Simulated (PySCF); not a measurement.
CH9N3Si, SMILES NC[SiH](N)N.

Geometry: r2SCAN-D4/def2-SVP. This is a generated structure with no PubChem entry under its InChIKey; it may be hypothetical. Other conformers were not sampled.

Two levels are set side by side: PBE/def2-TZVP (PySCF) and HF/def2-TZVP (PySCF). Same geometry, gas phase. Differences are taken from unrounded values.

```
quantity                       PBE
---------------------------  -----
orbital gap (eV)              4.67
highest occupied level (eV)  -4.86
lowest empty level (eV)      -0.19
dipole moment (D)             1.55
mean polarisability (bohr³)   64.9
```

Task: These are the PBE values. What does HF give? (The exact figures need the calculation; the answer reports its results.)

Result: 
```
quantity                        HF  PBE minus HF
---------------------------  -----  ------------
orbital gap (eV)             12.88         -8.21
highest occupied level (eV)  -9.60          4.74
lowest empty level (eV)       3.27         -3.47
dipole moment (D)             1.66         -0.11
mean polarisability (bohr³)   56.3           8.6
```

PBE's occupied levels lie high since its potential decays too fast outside the molecule; exact exchange lowers them and widens the gap. Loosely held outer electrons make PBE densities more polarisable. Differences between two approximate levels are no errors against the true value.

Rough cost on one machine, each run with all the roots and properties that it gave: HF against PBE about 1/4.
